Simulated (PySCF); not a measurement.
# Dipole response of Rh⁺ (rhodium, charge +1)

[Kr] 4d8, high-spin 3F determinant. Computed with PySCF 2.14 in def2-TZVPPD with the def2 core potential (28 electrons), with a scalar-relativistic core potential. Coupled (time-dependent) response in atomic units; α is the mean over directions.

| method | mean α (bohr³) | C₆ (like pair) | S(−4) |
| --- | --- | --- | --- |
| UHF | 9.225 | 47.23 | 44.24 |
| PBE | 11.20 | 56.04 | 82.83 |
| PBE0 | 10.47 | 53.02 | 66.14 |
| B3LYP | 10.77 | 53.85 | 74.11 |
| M06-2X | 9.993 | 49.98 | 60.76 |

S(−4) is the Cauchy moment in α(ω) = α(0) + S(−4) ω² + …

Spin-orbit coupling is absent.

α(iu) at PBE:

| u (hartree) | α(iu) (bohr³) |
| --- | --- |
| 0 | 11.20 |
| 0.0500 | 11.00 |
| 0.100 | 10.46 |
| 0.200 | 8.928 |
| 0.300 | 7.498 |
| 0.500 | 5.631 |
| 0.750 | 4.404 |
| 1.00 | 3.656 |
| 1.50 | 2.667 |
| 2.00 | 1.998 |
| 3.00 | 1.189 |
| 5.00 | 0.5261 |

A single London oscillator, α(iu) = α/(1 + u²/ω²), gives C₆ = (3/4) ω α². Matching the computed C₆ needs ω = 4 × 56.04 / (3 × 11.20²) = 0.596 hartree.

For an ion, C₆ is the dispersion term alone; charge-induced terms of lower order in 1/R come first.

Energies and moments cover only the electrons outside the core potential.
